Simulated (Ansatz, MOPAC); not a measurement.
Molecule: Si$_{2}$H$_{3}$Cl$_{2}$, charge -1, multiplicity 1. SMILES: Cl[SiH-][SiH2]Cl

Atoms: Cl1, Si2, Si3, Cl4, H5, H6, H7. Bonds: Cl1-Si2, Si2-Si3, Si2-H5, Si3-Cl4, Si3-H6, Si3-H7.

Bond lengths (Å) and angles (degrees) optimised at AM1 with MOPAC; PM3 with MOPAC; MNDO with MOPAC; PBE/6-31G* with Ansatz (a program for electronic structure); B3LYP/LANL2DZ with Ansatz; MP2/6-31G* with Ansatz, each started from the B3LYP-D3(BJ)/def2-TZVP structure (Ansatz) of the last column. A row stands for all coordinates that are equal there; 8 of 14 kinds are shown. 6-31G* holds six Cartesian d functions. No wavenumbers were computed at MNDO, PBE/6-31G*, B3LYP/LANL2DZ, MP2/6-31G*, so these may be saddle points.

| coordinate | AM1 | PM3 | MNDO | PBE/6-31G* | B3LYP/LANL2DZ | MP2/6-31G* | B3LYP-D3(BJ)/def2-TZVP |
|---|---|---|---|---|---|---|---|
| Cl1-Si2 | 2.059 | 2.143 | 2.089 | 2.283 | 2.422 | 2.242 | 2.268 |
| Si2-Si3 | 2.329 | 2.435 | 2.012 | 2.394 | 2.434 | 2.371 | 2.376 |
| Si2-H5 | 1.464 | 1.520 | 1.376 | 1.555 | 1.539 | 1.530 | 1.532 |
| Si3-Cl4 | 2.129 | 2.160 | 2.167 | 2.177 | 2.287 | 2.140 | 2.158 |
| Si3-H6 | 1.468 | 1.501 | 1.384 | 1.517 | 1.495 | 1.499 | 1.496 |
| Cl1-Si2-Si3 | 122.7 | 105.9 | 117.1 | 87.6 | 86.9 | 90.7 | 88.3 |
| Si2-Si3-Cl4 | 118.6 | 121.6 | 114.2 | 114.6 | 112.6 | 112.4 | 112.9 |
| Cl1-Si2-H5 | 119.5 | 98.6 | 111.5 | 95.0 | 93.6 | 96.2 | 95.3 |

Mean signed difference of all 6 bond lengths from B3LYP-D3(BJ)/def2-TZVP: AM1 -0.068 Å, PM3 -0.011 Å, MNDO -0.153 Å, PBE/6-31G* 0.019 Å, B3LYP/LANL2DZ 0.058 Å, MP2/6-31G* -0.007 Å.
